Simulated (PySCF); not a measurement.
Compound: C₃H₈O₂Si.
Bonds: C1–C2 (double), C2–C3, C2–Si4, Si4–O5, Si4–O6. Hydrogens: H7, H8 on C1; H9, H10, H11 on C3; H12 on Si4; H13 on O5; H14 on O6.

Method: PySCF 2.14.0, PBE0-D3(BJ)/def2-SVP geometry optimisation, gas phase; density fitting, grid level 1; the optimiser is geomeTRIC in internal coordinates, started from a GFN2-xTB structure with every atom displaced at random (about 0.01 Å).

Step 2: E = -15195.7337 eV
```
atom  x, y, z in Å  |  force x, y, z in eV/Å
C1     -0.5582    1.5259   -0.7228    0.023  -0.033   0.020
C2     -0.5608    0.3048   -0.1724   -0.034  -0.160   0.005
C3     -1.7688   -0.5861   -0.1093   -0.055   0.095  -0.028
Si4     1.0252   -0.3680    0.5346    0.135   0.082  -0.001
O5      2.3339    0.6303    0.2569   -0.116  -0.005   0.003
O6      1.3228   -1.7963   -0.2502    0.017   0.009  -0.054
H7      0.3628    2.1162   -0.7687   -0.031   0.037  -0.017
H8     -1.4607    1.9724   -1.1590    0.009  -0.003  -0.009
H9     -1.5571   -1.5586   -0.5842    0.004   0.026  -0.010
H10    -2.6405   -0.1354   -0.6099    0.003  -0.006   0.015
H11    -2.0498   -0.8058    0.9350    0.010   0.006  -0.001
H12     0.8804   -0.5909    2.0090    0.021   0.008   0.011
H13     2.4377    1.3894    0.8372    0.017  -0.041   0.021
H14     2.2309   -2.1119   -0.2407   -0.003  -0.016   0.044
```

Step 3: E = -15195.7385 eV
```
atom  x, y, z in Å  |  force x, y, z in eV/Å
C1     -0.5557    1.5072   -0.7256    0.044   0.147  -0.077
C2     -0.5542    0.2885   -0.1740   -0.125  -0.140   0.013
C3     -1.7813   -0.5758   -0.1102    0.047   0.001   0.093
Si4     1.0357   -0.3728    0.5310    0.018  -0.014   0.038
O5      2.3274    0.6413    0.2608    0.007   0.161   0.037
O6      1.3483   -1.7930   -0.2618   -0.031   0.019  -0.046
H7      0.3571    2.1101   -0.7876   -0.025  -0.020   0.016
H8     -1.4657    1.9450   -1.1560    0.015   0.001  -0.006
H9     -1.5969   -1.5483   -0.5938    0.014  -0.021  -0.012
H10    -2.6442   -0.1033   -0.6002   -0.045   0.041  -0.025
H11    -2.0598   -0.7941    0.9357    0.010  -0.013  -0.022
H12     0.8998   -0.5988    2.0065    0.005  -0.003  -0.001
H13     2.4317    1.3858    0.8625    0.012  -0.111  -0.047
H14     2.2557   -2.1059   -0.2318    0.056  -0.050   0.038
```

Step 4: E = -15195.7426 eV
```
atom  x, y, z in Å  |  force x, y, z in eV/Å
C1     -0.5504    1.4979   -0.7330    0.010   0.086  -0.069
C2     -0.5592    0.2781   -0.1808   -0.044  -0.053   0.038
C3     -1.7934   -0.5735   -0.1053    0.059   0.000   0.054
Si4     1.0391   -0.3728    0.5215   -0.080  -0.073   0.049
O5      2.3141    0.6608    0.2605    0.057   0.159  -0.012
O6      1.3696   -1.7859   -0.2778   -0.013   0.024  -0.037
H7      0.3666    2.0939   -0.7920   -0.009  -0.025   0.004
H8     -1.4548    1.9430   -1.1674    0.001   0.000   0.009
H9     -1.6261   -1.5444   -0.5981    0.008  -0.026  -0.010
H10    -2.6570   -0.0871   -0.5808   -0.043   0.030  -0.022
H11    -2.0601   -0.7953    0.9426    0.010  -0.013  -0.016
H12     0.9104   -0.6062    1.9969   -0.003  -0.007  -0.003
H13     2.4248    1.3819    0.8873    0.019  -0.060  -0.016
H14     2.2741   -2.1046   -0.2179    0.029  -0.042   0.032
```

Task: Estimate the geometry and energy of step 5. (The exact step hangs on the optimiser's Hessian estimate; all steps are aligned on step 4, rigid shifts and turns removed.)

Result: E = -15195.7473 eV, largest force 0.195 eV/Å
```
atom  x, y, z in Å  |  force x, y, z in eV/Å
C1     -0.5452    1.4815   -0.7520   -0.012  -0.043  -0.024
C2     -0.5674    0.2627   -0.1918    0.069   0.130   0.002
C3     -1.8110   -0.5685   -0.0958    0.015  -0.022   0.004
Si4     1.0444   -0.3686    0.5039   -0.145  -0.126   0.034
O5      2.2875    0.7075    0.2641    0.067   0.075  -0.080
O6      1.4077   -1.7644   -0.3138    0.036   0.021  -0.008
H7      0.3835    2.0561   -0.8207    0.007   0.012   0.006
H8     -1.4442    1.9423   -1.1813   -0.010  -0.016   0.007
H9     -1.6735   -1.5352   -0.6074   -0.002  -0.006  -0.001
H10    -2.6788   -0.0581   -0.5418    0.000  -0.011   0.003
H11    -2.0523   -0.8017    0.9548   -0.007  -0.019   0.007
H12     0.9263   -0.6262    1.9769   -0.007  -0.004  -0.007
H13     2.4245    1.3690    0.9459    0.020   0.022   0.046
H14     2.2963   -2.1104   -0.1854   -0.033  -0.014   0.012
```

The energy changes by -0.0047 eV. The first-order estimate −F·Δx gives -0.0087 eV and the mean of the old and new forces, exact on a quadratic surface, -0.0050 eV. The step makes an angle of 78° with the force vector and moves no atom by more than 0.060 Å.

What follows is the cost of the whole optimisation. The run took 2.0 min of wall time on one thread of an Intel Xeon Platinum 8259CL at 2.50 GHz, shared host with 96 logical CPUs at a one-minute load of 52, and the process peaked at 0.51 GiB of memory.
